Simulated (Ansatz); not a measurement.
Born–Oppenheimer molecular dynamics of BF3H2 (6 atoms, charge 0, multiplicity 1). It starts at the highest image of a converged band, a first-order saddle point between two minima.

Level of theory: Ansatz 0.2.0, RKS revPBE/def2-SVP.

| Property | Result |
| --- | --- |
| ensemble | NVE (velocity Verlet) |
| time step | 0.5 fs |
| steps asked | 200 |
| starting velocities drawn for | 100 K |
| seed | 4936 |

First frame:

```xyz
6
Properties=species:S:1:pos:R:3
B 0.011 -0.170 0.053
H 0.009 0.193 1.358
F 1.164 0.133 -0.556
F -1.163 0.079 -0.543
F 0.050 -1.739 0.562
H 0.035 -0.898 1.357
```

Q: How far do the bonds stretch over the last three quarters of this one trajectory? (Pairs bonded in most of those frames.)

A: 
| bond | mean (Å) | spread (Å) | shortest | longest |
| --- | --- | --- | --- | --- |
| B1–H2 | 1.220 | 0.018 | 1.19 | 1.25 |
| B1–F3 | 1.338 | 0.019 | 1.30 | 1.37 |
| B1–F4 | 1.338 | 0.014 | 1.31 | 1.36 |
| F5–H6 | 0.943 | 0.011 | 0.93 | 0.98 |

Mean temperature of the second half: 972 K. The conserved energy stayed within 0.026 meV per atom of its start (net change -0.0043 meV per atom), so the integration is sound. The system heated up, since it started high on the potential surface and ran downhill. A run of 0.1 ps of so small a system gives no equilibrium averages. The orbitals stay closed-shell, which can raise the energy where a bond breaks towards radicals; this wasn't checked here.

Time of the run: 3.4 min on 1 thread of Arm Neoverse V2, with other jobs on the host, peak memory 0.1 GiB.
